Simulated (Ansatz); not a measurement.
Te(CN)2 (TeC₂N₂). Total charge 0; singlet. Geometry B3LYP-D4/def2-SVP, basis def2-TZVP, Ansatz.

```xyz
5

Te    1.275    0.534    0.323
C     0.642   -1.341   -0.274
N     0.367   -2.420   -0.605
C    -0.625    1.348    0.278
N    -1.659    1.879    0.278
```

```tsv
run	HOMO (eV)	LUMO (eV)
A	-8.22	-2.86
B	-7.16	-3.96
C	-8.98	-2.02
D	-6.78	-3.62
E	-7.61	-3.32
F	-6.95	-3.72
```

In the def2 sets Te takes a core potential; there is no spin–orbit coupling.

The runs used BHLYP, BLYP, LDA (SPW92), PBE, r2SCAN0, r2SCANh. Estimate which is which.

A r2SCAN0 (25 % exact exchange); B LDA (SPW92) (0 % exact exchange); C BHLYP (50 % exact exchange); D BLYP (0 % exact exchange); E r2SCANh (10 % exact exchange); F PBE (0 % exact exchange). Exact exchange lowers occupied and raises empty levels; among semilocal functionals meta-GGAs tend to open the gap a little, and such runs are hard to tell apart. The gap grows from 3.16 eV (BLYP) to 6.96 eV (BHLYP).
